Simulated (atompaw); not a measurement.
# Cutoff test, nitrogen, PAW (atompaw)

- Element: N
- Generator: atompaw 4.2.0.5
- Type: PAW
- Functional: PBE
- Relativity: non-relativistic
- Frozen core: [He]
- Valence charge: 5
- Reference configuration: 2s2 2p2.75 (charge +0.25)
- Partial waves: 2s (bound): rc 1.20 bohr; 2s channel at 1.85 Ry: rc 1.20 bohr; 2p (bound): rc 1.50 bohr; 2p channel at -0.15 Ry: rc 1.50 bohr
- Local potential: troulliermartins scheme with l = 2 at 0.5 Ry, radius 1.00 bohr
- Core correction: smooth core density matched at 1.05 bohr
- Augmentation charge: besselshape compensation charge, radius 1.15 bohr; PAW radius 1.50 bohr; waves and projectors: custom polynom vanderbiltortho

The pseudo-atom Hamiltonian at the reference potential is diagonalised in spherical Bessel functions j_l(qr) that vanish at 20 bohr, with q² up to the cutoff. All-electron valence levels (Ry): 2s -1.5961, 2p -0.7462.

Question: How do the lowest levels (Ry) of each channel move with the cutoff, and are there ghosts?

Answer:

```
cutoff (Ry)     s #1     p #1     p #2    d #1    f #1    f #2  Σ f·Δε (mRy)
          8  -1.5798  -0.3725  -0.0060  0.0340  0.0814  0.2132        1060.5
         10  -1.5903  -0.4623  -0.0100  0.0340  0.0814  0.2132         792.4
         12  -1.5935  -0.5503  -0.0133  0.0340  0.0814  0.2132         543.8
         18  -1.5942  -0.7000  -0.0181  0.0340  0.0814  0.2132         130.9
         21  -1.5944  -0.7257  -0.0189  0.0340  0.0814  0.2132          59.9
         25  -1.5948  -0.7417  -0.0194  0.0340  0.0814  0.2132          15.1
         30  -1.5954  -0.7454  -0.0195  0.0340  0.0814  0.2132           3.7
         35  -1.5958  -0.7458  -0.0195  0.0340  0.0814  0.2132           1.7
         45  -1.5961  -0.7459  -0.0195  0.0340  0.0814  0.2132           1.0
         50  -1.5961  -0.7460  -0.0195  0.0340  0.0814  0.2132           0.6
         55  -1.5961  -0.7461  -0.0195  0.0340  0.0814  0.2132           0.4
        400  -1.5961  -0.7462  -0.0195  0.0340  0.0814  0.2132           0.0
```

Result: no extra level below or beside the all-electron valence levels (s, p, d, f tested); 10 mRy is reached at 30 Ry and 1 mRy at 45 Ry.
